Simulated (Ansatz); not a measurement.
CHFNOSi (`O=C=N[SiH]F`) radical. The species carries charge 0 and has multiplicity 2. The geometry is a stationary point of PBE0-D4/def2-TZVP. It is one conformer, not always the lowest.

```xyz
6

O     2.250    1.027    1.301
C     1.346    0.622    0.696
N     0.440    0.194    0.036
Si   -1.184   -0.126   -0.354
F    -1.542   -1.595    0.158
H    -1.310   -0.123   -1.836
```

Q: What is the dipole moment at ωB97M-V/def2-TZVPP? (Estimate.)

A: The calculation gave: 1.51 D, with components (-1.03, 0.72, -0.84) D in this frame, pointing from negative to positive charge.

Q: And with PBE, r2SCAN, B3LYP? (Estimate.)

A: Ansatz gave: PBE 1.34 D, r2SCAN 1.41 D, B3LYP 1.52 D.

Q: Give the Mulliken charges with ωB97M-V, B3LYP, r2SCAN in def2-TZVPP. (An estimate is asked.)

A: The calculation gave: 
```tsv
atom	ωB97M-V	B3LYP	r2SCAN
O1	-0.21	-0.19	-0.21
C2	0.33	0.26	0.32
N3	-0.26	-0.22	-0.28
Si4	0.44	0.49	0.53
F5	-0.28	-0.30	-0.30
H6	-0.01	-0.05	-0.06
```

B3LYP here is the variant with VWN-RPA as its local correlation; programs differ in this.
